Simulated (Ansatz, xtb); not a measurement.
Relative energy of two isomers of C6H10N2

Structure I: `NC1=C(N)CCC=C1`, a singlet. Structure II: `[H]/N=C1\C=CCC[C@@H]1N`, a singlet. Both are isolated molecules in the gas phase, relaxed with r2SCAN-D4/def2-SVP; the shapes shown needn't be the lowest conformers.

I (Å):

```xyz
18

C     0.0099    1.1991   -0.0051
C     0.6853    0.0916   -0.4452
C     0.2463   -1.2776    0.0081
C    -1.2635   -1.3505    0.2466
C    -1.7626   -0.1629    1.0271
C    -1.1556    1.0334    0.8520
N     0.5281    2.4888   -0.3647
N     1.7868    0.1899   -1.2593
H    -0.0649    2.9397   -1.0651
H     0.5226    3.1135    0.4429
H     2.4732   -0.5536   -1.1892
H     2.1652    1.1366   -1.2867
H     0.5559   -2.0389   -0.7277
H     0.7857   -1.5100    0.9507
H    -1.5166   -2.2987    0.7480
H    -1.7819   -1.3766   -0.7364
H    -2.6496   -0.2627    1.6598
H    -1.5417    1.9293    1.3545
```

II (Å):

| atom | x (Å) | y (Å) | z (Å) |
| --- | --- | --- | --- |
| C | -0.0391 | 0.3792 | 1.6468 |
| C | 1.1477 | 0.9675 | 1.0097 |
| C | 1.6550 | 0.4911 | -0.1463 |
| C | 1.0366 | -0.6470 | -0.8991 |
| C | -0.4020 | -0.9152 | -0.4639 |
| C | -0.5337 | -0.9444 | 1.0596 |
| N | -0.6581 | 0.8679 | 2.6594 |
| N | -1.8724 | -1.3254 | 1.4626 |
| H | -0.1999 | 1.7372 | 2.9620 |
| H | 1.6205 | 1.8204 | 1.5128 |
| H | 2.5600 | 0.9482 | -0.5652 |
| H | 1.6580 | -1.5524 | -0.7424 |
| H | 1.0911 | -0.4490 | -1.9840 |
| H | -0.7751 | -1.8663 | -0.8746 |
| H | -1.0571 | -0.1143 | -0.8571 |
| H | 0.1695 | -1.7177 | 1.4380 |
| H | -2.5166 | -0.6151 | 1.1041 |
| H | -1.9310 | -1.2001 | 2.4760 |

Q: Estimate which is lower in electronic energy at CCSD(T)/def2-SVP + ΔMP2/def2-TZVPP, and by roughly how much.

A: The CCSD(T)/def2-SVP + ΔMP2/def2-TZVPP calculation puts structure II lower, by 3.3 kcal/mol.

How the difference moves with the method:

```csv
level,geometry,E(II) − E(I) (kcal/mol),departure from the last row (kcal/mol),"job, with rough time for the two"
r2SCAN-D4/def2-SVP,r2SCAN-D4/def2-SVP,+0.5,+3.8,"optimisation, 3.5 min"
HF/def2-SVP,r2SCAN-D4/def2-SVP,−3.9,−0.6,part of the CCSD(T) run
MP2/def2-SVP,r2SCAN-D4/def2-SVP,−2.3,+1.0,part of the CCSD(T) run
CCSD(T)/def2-SVP,r2SCAN-D4/def2-SVP,−4.2,−0.9,single point
CCSD(T)/def2-SVP + ΔMP2/def2-TZVPP,r2SCAN-D4/def2-SVP,−3.3,,"single point, 5.3 min"
```

As drawn, II has 1 C=N, 1 C–C, 1 C–H in place of 1 C–N, 1 C=C, 1 N–H.

r2SCAN-D4/def2-SVP finds them nearly level. The largest departure from CCSD(T)/def2-SVP + ΔMP2/def2-TZVPP is that of r2SCAN-D4/def2-SVP, 3.8 kcal/mol. Levels run at GFN2-xTB geometries aren't shown. The last row adds to CCSD(T) the change of the MP2 difference between the two basis sets, here +0.9 kcal/mol.

With thermal terms from frequencies at re-optimised GFN2-xTB minima (ideal gas, soft modes damped towards free rotors, one conformer each, 298.15 K, 1 atm): on the last row, ΔE + ΔZPE = −2.8, ΔH = −3.1, ΔG = −2.6 kcal/mol.

The correlated steps freeze 8 core orbitals. Mirror images aren't counted in ΔG. Run with Ansatz 0.2.0, xtb 6.7.1; the last row on 2 threads of Arm Neoverse V2 on a shared host.
